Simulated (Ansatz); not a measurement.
Harmonic frequencies (cm⁻¹) at PBE0-D4/def2-TZVP from Ansatz: 102, 133, 167, 293, 409, 450, 462, 506, 659, 704, 826, 898, 929, 940, 951, 1072, 2088, 2200, 2213, 2213, 3145.

Question: Which molecule is it?
A. `[SiH3][CH]1[GaH][Se]1`
B. `[AlH2][BH][Al]([Cl])[Br]`
C. `[OH][Al]1[CH2][NH]1`
D. `[CH2]1[InH][SnH2]1`

Answer: A.
